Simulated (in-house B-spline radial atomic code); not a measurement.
The numbers below are computed, except where a source is named.
# Correlation energy from the adiabatic connection: −Z/r, Z = 3, wall at 2 bohr

Two electrons in a singlet, external potential −Z/r, Z = 3, wall at 2 bohr (atomic units). Full CI in B-splines (partial waves to l = 8, correlation up to 0.6 % small) with the density held fixed gives W(λ) = <V_ee>_λ − U, and E_c is the integral of W(λ) − W(0) from 0 to 1.

| λ | W(λ) − W(0) (hartree) |
| --- | --- |
| 0 | 0.00000 |
| 0.02 | -0.00187 |
| 0.05 | -0.00466 |
| 0.12 | -0.01108 |
| 0.25 | -0.02269 |
| 0.4 | -0.03560 |
| 0.6 | -0.05204 |
| 0.8 | -0.06768 |
| 1 | -0.08256 |

(1) Integrate the table by the trapezoid rule.

(2) Now use only three numbers: W(0) = -1.6956, the initial slope W'(0) = -0.09385 (extrapolated from the first points) and the strong-coupling limit of the point-charge-plus-continuum model, W∞ = -2.3447. What do second-order theory and the interpolation W(λ) = W∞ + (W(0) − W∞)/√(1 + 2χλ) of Seidl, Perdew and Levy give?

Answers

(1) The strips give -0.00002, -0.00010, -0.00055, -0.00220, -0.00437, -0.00876, -0.01197, -0.01502, which sum to -0.04299 hartree. The direct value, W(1) − W(0) + T_c with T_c = 0.03952, is -0.04304; the curve is convex, so chords lie above it and the trapezoids fall short in size by 0.12 %.

(2) Second order keeps the slope alone: E_c = W'(0)/2 = -0.04693, +9 % in size against -0.04304. Matching the slope fixes χ = W'(0)/(W∞ − W(0)) = -0.09385/(-0.64910) = 0.14458. Integrating, with s = √(1 + 2χ) = 1.135416, E_c = −(W(0) − W∞)(s − 1)/(s + 1) = −0.64910 × 0.135416/2.135416 = -0.04116 hartree, -4.4 % in size against the full result. At λ = 1 the formula gives W − W(0) = -0.07742 against -0.08256. Part of the miss can come from the model's W∞.
